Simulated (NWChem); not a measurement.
System meant: C2H6GeO, singlet; SMILES C[O][Ge][CH3]

Input file for NWChem:

```
start job
memory heap 200 mb stack 900 mb global 1100 mb
geometry units angstroms noautoz
  Ge     0.449040    -0.679559     0.000158
  C     -1.573942    -0.863903     0.003234
  H     -1.828871    -1.929693    -0.000808
  H     -2.028838    -0.397511    -0.880189
  H     -2.022914    -0.406149     0.894279
  O      0.644366     1.119763    -0.002301
  C     -0.337723     2.139653    -0.003027
  H     -1.363131     1.750735     0.009387
  H     -0.195676     2.778506     0.878270
  H     -0.211606     2.763029    -0.897805
end
basis spherical
  * library def2-svp
end
dft
  xc pbe0
  iterations 4
  mulliken
end
task dft energy
```

End of the output:

```
    Atom       Charge   Shell Charges
 -----------   ------   -------------------------------------------------------
    1 Ge  32    31.67   2.00  2.00  1.96  1.04  0.62  5.99  5.80  1.12  0.84  7.81  2.04  0.45
    2 C    6     6.28   1.97  0.59  0.35  1.86  1.47  0.04
    3 H    1     0.97   0.63  0.27  0.07
    4 H    1     0.96   0.62  0.27  0.07
    5 H    1     0.96   0.62  0.27  0.07
    6 O    8     8.26   1.97  0.92  0.61  2.70  2.03  0.02
    7 C    6     5.94   1.96  0.57  0.31  1.83  1.14  0.12
    8 H    1     0.99   0.65  0.27  0.07
    9 H    1     0.98   0.65  0.26  0.06
   10 H    1     0.98   0.65  0.26  0.06

 center of mass
 --------------
 x =   0.18836052 y =  -0.17790977 z =  -0.00002000

 moments of inertia (a.u.)
 ------------------
         509.308493681368          -0.000000000000          -0.000000000000
          -0.000000000000         242.978934270507          -0.000000000000
          -0.000000000000          -0.000000000000         729.600081491034

     Multipole analysis of the density
     ---------------------------------

     L   x y z        total         alpha         beta         nuclear
     -   - - -        -----         -----         ----         -------
     0   0 0 0     -0.000000    -29.000000    -29.000000     58.000000

     1   1 0 0     -0.712598     -0.356299     -0.356299      0.000000
     1   0 1 0      0.070889      0.035445      0.035445      0.000000
     1   0 0 1     -0.000397     -0.000198     -0.000198      0.000000

     2   2 0 0    -29.642212    -84.153424    -84.153424    138.664637
     2   1 1 0     -0.779439     -3.398818     -3.398818      6.018197
     2   1 0 1     -0.000945      0.000702      0.000702     -0.002348
     2   0 2 0    -26.255689   -154.541229   -154.541229    282.826769
     2   0 1 1     -0.001304      0.003744      0.003744     -0.008792
     2   0 0 2    -25.687273    -18.471433    -18.471433     11.255593

 ------------------------------------------------------------------------
 dft energy failed                                                                                  0
 ------------------------------------------------------------------------
 ------------------------------------------------------------------------
  current input line :
    23: task dft energy
 ------------------------------------------------------------------------
 ------------------------------------------------------------------------
 This type of error is most commonly associated with calculations not reaching convergence criteria
 ------------------------------------------------------------------------
 For more information see the NWChem manual at https://nwchemgit.github.io

0:dft energy failed:Received an Error in Communication
```

**Question.** Can this run be used? If not, why, and what is the fix?

**Answer.** The run did not converge; its last values are not results. Cause: the SCF was allowed too few iterations. This input runs:
```
start job
memory heap 200 mb stack 900 mb global 1100 mb
geometry units angstroms noautoz
  Ge     0.449040    -0.679559     0.000158
  C     -1.573942    -0.863903     0.003234
  H     -1.828871    -1.929693    -0.000808
  H     -2.028838    -0.397511    -0.880189
  H     -2.022914    -0.406149     0.894279
  O      0.644366     1.119763    -0.002301
  C     -0.337723     2.139653    -0.003027
  H     -1.363131     1.750735     0.009387
  H     -0.195676     2.778506     0.878270
  H     -0.211606     2.763029    -0.897805
end
basis spherical
  * library def2-svp
end
dft
  xc pbe0
  iterations 150
  mulliken
end
task dft energy
```
It converges to -2231.22130 Ha (PBE0/def2-SVP).
